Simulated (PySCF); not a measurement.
SMILES [SiH2](C(=O)OC)[SiH2]C(C)C (C₅H₁₄O₂Si₂), GFN2-xTB optimised geometry.

```
23

C      2.26     2.69     0.00
O      1.58     1.44     0.00
C      0.24     1.44     0.00
O     -0.44     2.44     0.00
Si    -0.40    -0.35    -0.10
Si    -0.49    -0.90    -2.36
C     -1.38    -2.58    -2.59
C     -2.84    -2.51    -2.15
C     -0.65    -3.70    -1.84
H      2.90     2.73     0.88
H      2.86     2.76    -0.91
H      1.53     3.50     0.04
H     -1.69    -0.36     0.61
H      0.54    -1.14     0.70
H     -1.21     0.09    -3.18
H      0.85    -1.03    -2.96
H     -1.36    -2.84    -3.66
H     -3.34    -3.46    -2.33
H     -2.90    -2.28    -1.09
H     -3.37    -1.74    -2.70
H     -0.66    -3.50    -0.77
H     -1.14    -4.66    -2.01
H      0.38    -3.78    -2.17
```

Density from PBE0/def2-SVP (PySCF 2.14.0) at that geometry.

Minimum of the electron density along straight lines between bonded atoms, close to the bond critical point (lines longer than 1.1 times the sum of covalent radii, or with two minima, are not listed):

| bond | length / Å | ρ at the minimum / e bohr⁻³ | ∇²ρ there / e bohr⁻⁵ | position (fraction from the first atom) |
|---|---|---|---|---|
| C1–O2 | 1.425 | 0.242 | -0.30 | 0.34 |
| O2–C3 | 1.341 | 0.299 | -0.27 | 0.67 |
| C3–O4 | 1.207 | 0.414 | 0.33 | 0.33 |
| C3–Si5 | 1.907 | 0.110 | 0.34 | 0.62 |
| Si6–C7 | 1.917 | 0.111 | 0.28 | 0.38 |
| C7–C8 | 1.526 | 0.241 | -0.54 | 0.50 |
| C7–C9 | 1.526 | 0.241 | -0.54 | 0.50 |
| C1–H10 | 1.090 | 0.283 | -1.08 | 0.64 |
| C1–H11 | 1.090 | 0.282 | -1.08 | 0.64 |
| C1–H12 | 1.092 | 0.284 | -1.12 | 0.65 |
| Si5–H13 | 1.468 | 0.116 | 0.32 | 0.49 |
| Si5–H14 | 1.468 | 0.116 | 0.32 | 0.49 |
| Si6–H15 | 1.472 | 0.115 | 0.31 | 0.49 |
| Si6–H16 | 1.474 | 0.114 | 0.32 | 0.49 |
| C7–H17 | 1.095 | 0.272 | -0.96 | 0.62 |
| C8–H18 | 1.090 | 0.275 | -1.00 | 0.62 |
| C8–H19 | 1.089 | 0.276 | -1.00 | 0.62 |
| C9–H21 | 1.089 | 0.275 | -0.99 | 0.62 |
| C9–H22 | 1.090 | 0.275 | -1.00 | 0.62 |
| C9–H23 | 1.088 | 0.277 | -1.01 | 0.62 |
